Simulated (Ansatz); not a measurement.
The cluster W2O2⁺, relaxed as a doublet with UKS r2SCAN-D4/def2-TZVP in Ansatz, starting from the GFN1-xTB geometry. Force threshold 0.02 eV/Å.

In the def2 sets W takes a core potential; there is no spin–orbit coupling. The charge 1 doublet is spin-contaminated (final ⟨S²⟩ up to 1.99, 0.75 for a pure state). The structure comes from a short search, and lower isomers may exist.

Start:

```xyz
4

W     1.384    0.136    0.198
W    -1.113   -0.109   -0.159
O     0.109   -0.356   -1.495
O    -0.380    0.330    1.456
```

```csv
step,energy (eV),largest force component (eV/Å),SCF passes
1,-7738.8461,2.829,63
2,-7739.3396,1.863,43
3,-7739.3478,1.134,36
4,-7739.4340,0.518,33
5,-7739.4426,0.075,30
6,-7739.4430,0.007,27
7,-7739.4430,0.001,32
```

Force components are those of the run's own axes.

End:

```xyz
4

W     1.185    0.116    0.170
W    -1.041   -0.102   -0.149
O     0.178   -0.358   -1.520
O    -0.323    0.344    1.499
```

By distances, no bond broke or formed. The bond that changes most is W1–O4, from 2.18 to 2.02 Å (atoms count from 1).

The force fell under the threshold at step 6, but the optimiser went on. No frequencies were taken in this run, so the end may be a saddle point.

Hardware: 4 threads of Arm Neoverse V2 on a shared host. Wall time 27 s.
